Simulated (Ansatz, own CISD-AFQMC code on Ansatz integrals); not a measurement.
CH5BSi, SMILES `B1C[SiH2]1` (charge 0, multiplicity 1).

Cartesian coordinates (Å):
```xyz
8

B     -0.7805     0.8446    -0.1957
C     -0.7689    -0.6242    -0.0130
Si     1.0592     0.3693    -0.0902
H     -1.4802     1.6875     0.2497
H     -0.3334    -1.3399    -0.7086
H     -1.3988    -1.1267     0.7176
H      1.9117     0.6740     1.0840
H      1.7910    -0.4846    -1.0439
```
Charge 0, multiplicity 1.

Frozen-core correlation energies in cc-pVDZ at a geometry from B3LYP-D3(BJ)/def2-TZVP, on an HF energy of -354.30860 Ha (<S^2> = 0.00). Wave-function levels are from Ansatz, the walk from an own CISD-AFQMC code on Ansatz integrals (time step 0.005/Ha, trial state from CCSD amplitudes, largest double 0.06).

```tsv
level	correlation energy (mHa)
MP2	-326.5
CCSD	-369.9
CCSD(T)	-383.5
CCSDT(Q)	-385.6
```

Problem. What correlation energy does phaseless AFQMC give, and where does it lie among these levels?

Solution. -385.3 ± 0.4 mHa (one standard error). AFQMC minus each level: MP2 -58.8 mHa, CCSD -15.4 mHa, CCSD(T) -1.8 mHa, CCSDT(Q) +0.3 mHa.
